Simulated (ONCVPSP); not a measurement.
## Which change was made? (I, ONCV)

```
Element                 : iodine
Generator               : ONCVPSP 4.0.1
Type                    : optimised norm-conserving Vanderbilt (ONCV)
Functional              : PBEsol
Relativity              : scalar-relativistic
Frozen core             : [Kr] 4d10
Valence charge          : 7
Reference configuration : 5s2 5p5
Partial waves           : 5s: rc 1.75 bohr, ncon 4, nbas 8, qcut 3.2 1/bohr, 2 projectors, debl 1.3 Ha; 5p: rc 2.20 bohr, ncon 5, nbas 8, qcut 3.3 1/bohr, 2 projectors, debl 0.5 Ha
Local potential         : polynomial inside 1.50 bohr (lpopt 5, dvloc0 0 Ha)
Core correction         : Teter function, fcfact 4.25, rcfact 1.1
```

Cutoffs, loose and tight: the cutoffs (Ha) at which the residual kinetic energy of the hardest occupied pseudo-wave falls to 1 and 0.1 mHa per electron. They do not see the model core or the augmentation charge, which bear on the density cutoff. Test errors are all-electron minus pseudo excitation energies from the reference, over the configurations 5s2 5p4; 5s2 5p3; 5s2 5p2; 5s2 5p1; variants that change the core or the reference have their own tests.

The base gives: outcome: generated; cutoff, loose: 41 Ha; cutoff, tight: 55 Ha; bound ghosts: none; GHOST(+) flags above zero: s; largest test error (meV): -130.

(1) After one change the result is: outcome: generated; cutoff, loose: 41 Ha; cutoff, tight: 55 Ha; bound ghosts: none; GHOST(+) flags above zero: s, p; largest test error (meV): -227. Which change was it?
A. local potential polynomial inside 1.30 bohr (lpopt 5, dvloc0 2 Ha)
B. s: rc 2.36
C. core correction Teter function, fcfact 4.25, rcfact 2.02
D. p: ncon 3, nbas 6

Answers

(1) D. The others give: s: rc 2.36 → outcome: generated; cutoff, loose: 17 Ha; cutoff, tight: 35 Ha; bound ghosts: none; GHOST(+) flags above zero: s; largest test error (meV): -73 | core correction Teter function, fcfact 4.25, rcfact 2.02 → outcome: generated; cutoff, loose: 41 Ha; cutoff, tight: 55 Ha; bound ghosts: none; GHOST(+) flags above zero: s; largest test error (meV): -2142 | local potential polynomial inside 1.30 bohr (lpopt 5, dvloc0 2 Ha) → outcome: generated; cutoff, loose: 41 Ha; cutoff, tight: 55 Ha; bound ghosts: s; GHOST(+) flags above zero: p; largest test error (meV): -130.
